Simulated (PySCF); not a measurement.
C3H2BrCl. Atoms are numbered in the order given.

```xyz
7

Cl    -2.9945     0.8002    -0.7057
C     -2.0003    -0.5454    -0.2022
C     -0.7127    -0.6103    -0.4266
C      0.5720    -0.6794    -0.6388
Br     1.8653    -0.0039     0.5948
H     -2.5576    -1.3309     0.3167
H      1.0240    -1.1236    -1.5295
```
Charge 0, spin multiplicity 1.

Geometry: B3LYP-D3(BJ)/def2-SVP.

Computed with SMD-ωB97X/6-31G* (PySCF).

Solvation free energies are E(SMD) − E(gas) at the gas-phase geometry, for 1 M in both phases. Bromine has the revised SMD18 radius of 2.60 Å. In vacuum the dipole moment is 1.57 D.

Computed solvation free energies in water, 2-propanol, ethylethanoate:
```
solvent         ΔG(solv) (kcal/mol)  its non-electrostatic (CDS) part  dipole (D)
--------------  -------------------  --------------------------------  ----------
water                          -1.4                               2.4        2.11
2-propanol                     -5.4                              -1.8        2.08
ethylethanoate                 -5.2                              -2.3        1.98
```
